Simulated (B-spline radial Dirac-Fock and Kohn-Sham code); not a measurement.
Z = 71 (lutetium), transition energy 287 keV. Calculated with a radial atomic solver, using a Dirac-Hartree-Slater potential of the neutral atom with a Latter tail (no hole, which puts coefficients of high multipoles low close above an edge), finite nucleus with surface currents. Subshells that would emit electrons below 1 keV are left out.

Problem. A pure transition shows α(K) = 2.06, L1/L2 = 5.30 and L1/L3 = 3.49. What is its multipolarity?
A. M2
B. E3
C. E2
D. M4
E. E4
F. M1
G. M3
H. E1

Solution. G. For comparison, α(K), L1/L2, L1/L3 are E1 0.0194, 7.49, 7.67; E2 0.0608, 0.862, 1.39; E3 0.178, 0.249, 0.518; E4 0.523, 0.133, 0.312; M1 0.162, 11.9, 95.7; M2 0.638, 7.75, 14.4; M4 6.57, 3.96, 1.52.
